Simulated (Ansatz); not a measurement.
```yaml
crystal:
  periodic: [false, false, false]
  atoms:
    - {symbol: Si, position_ang: [-0.326787, 1.200721, -0.259206]}
    - {symbol: In, position_ang: [0.322902, -1.215964, 0.246944]}
    - {symbol: Cl, position_ang: [2.204121, -1.838376, 1.467513]}
    - {symbol: Cl, position_ang: [-0.870290, -3.097400, -0.422862]}
    - {symbol: H, position_ang: [-0.779595, 1.826857, 1.008207]}
    - {symbol: H, position_ang: [-1.418845, 1.214977, -1.261750]}
    - {symbol: H, position_ang: [0.868504, 1.909194, -0.778857]}
basis:
  gaussian: {orbitals: def2-SVP, fitting: {mean_field: cc-pVTZ-jkfit}}
hamiltonian: {xc: {name: HF}}
correlation: {method: ccsd}
scf: {lower_state_search: light}
```

```sh
$ ansatz run in.yaml --threads 4 --pin off --events-out ev --progress --plain --max-ram 10444MiB
```

Output, abridged:

```
Functional definition: HF
Error: <dir> the basis set cc-pVTZ-JKFIT has no functions for In
```
